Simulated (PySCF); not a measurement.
C₄H₅BO, SMILES C1OCB1C#C.

The structure is a stationary point at r2SCAN-D4/def2-SVP. This is a generated structure with no PubChem entry under its InChIKey; it may be hypothetical.

All values below come from PySCF with TDDFT-PBE/def2-SVPD.

Vertical excitations. Isolated molecule, no solvent. State labels are in the subgroup C2v.

```json
[
 {"state": "S1", "symmetry": "A1", "energy (eV)": "2.95", "λ (nm)": "420", "f": "0.024", "main pairs": "HOMO→LUMO 99 %"},
 {"state": "S2", "symmetry": "A2", "energy (eV)": "3.71", "λ (nm)": "334", "f": "0.000", "main pairs": "HOMO−1→LUMO 100 %"},
 {"state": "S3", "symmetry": "B1", "energy (eV)": "4.22", "λ (nm)": "294", "f": "0.002", "main pairs": "HOMO−2→LUMO 100 %"},
 {"state": "S4", "symmetry": "A2", "energy (eV)": "5.03", "λ (nm)": "247", "f": "0.000", "main pairs": "HOMO→LUMO+1 99 %"},
 {"state": "S5", "symmetry": "A2", "energy (eV)": "5.14", "λ (nm)": "241", "f": "0.000", "main pairs": "HOMO−4→LUMO 98 %"},
 {"state": "S6", "symmetry": "A1", "energy (eV)": "5.38", "λ (nm)": "231", "f": "0.037", "main pairs": "HOMO−3→LUMO 77 %, HOMO−1→LUMO+1 21 %"},
 {"state": "S7", "symmetry": "B1", "energy (eV)": "5.73", "λ (nm)": "216", "f": "0.011", "main pairs": "HOMO→LUMO+2 100 %"},
 {"state": "S8", "symmetry": "B1", "energy (eV)": "6.38", "λ (nm)": "194", "f": "0.000", "main pairs": "HOMO→LUMO+3 96 %"},
 {"state": "S9", "symmetry": "B2", "energy (eV)": "6.46", "λ (nm)": "192", "f": "0.000", "main pairs": "HOMO−2→LUMO+1 97 %"},
 {"state": "S10", "symmetry": "B2", "energy (eV)": "6.60", "λ (nm)": "188", "f": "0.045", "main pairs": "HOMO−1→LUMO+2 98 %"},
 {"state": "T1", "symmetry": "A1", "energy (eV)": "2.68", "λ (nm)": "462", "f": "0", "main pairs": "HOMO→LUMO 100 %"},
 {"state": "T2", "symmetry": "A2", "energy (eV)": "3.35", "λ (nm)": "370", "f": "0", "main pairs": "HOMO−1→LUMO 99 %"},
 {"state": "T3", "symmetry": "B1", "energy (eV)": "3.95", "λ (nm)": "314", "f": "0", "main pairs": "HOMO−2→LUMO 100 %"},
 {"state": "T4", "symmetry": "A1", "energy (eV)": "4.02", "λ (nm)": "308", "f": "0", "main pairs": "HOMO−3→LUMO 97 %"}
]
```
Triplets are in the Tamm–Dancoff approximation, which puts them higher than full response would, so one can lie above its singlet here.
